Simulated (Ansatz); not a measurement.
Molecule: difluoro(methyl)borane, CH3BF2 (charge 0, singlet). SMILES: CB(F)F
Coordinates optimised at B3LYP-D3(BJ)/def2-TZVP (Ansatz, a first-principles code):
```
C
H 1 1.0887
H 1 1.0934 2 108.80
H 1 1.0936 2 108.72 3 115.04
B 1 1.5573 2 112.83 4 122.39
F 5 1.3269 1 122.80 2 -0.71
F 5 1.3282 6 115.79 1 179.94
```

Atomisation energy built up term by term with Ansatz (kcal/mol; UHF references for open shells; valence terms freeze the core; atomic spin-orbit terms are left out). CBS(X,Y): correlation extrapolated as X^-3; Hartree-Fock from the larger set.

```csv
term,basis,kcal/mol
Hartree-Fock,cc-pVQZ,558.11
CCSD correlation,"CBS(cc-pVTZ,cc-pVQZ)",148.63
(T),"CBS(cc-pVTZ,cc-pVQZ)",10.02
core correlation,cc-pwCVTZ,2.73
scalar relativity (X2C),cc-pVTZ-DK against cc-pVTZ,-0.66
sum: De,,718.8
```

(T) makes 1.4 % of the CCSD(T) atomisation energy; under 5 % is typical of single-reference molecules.
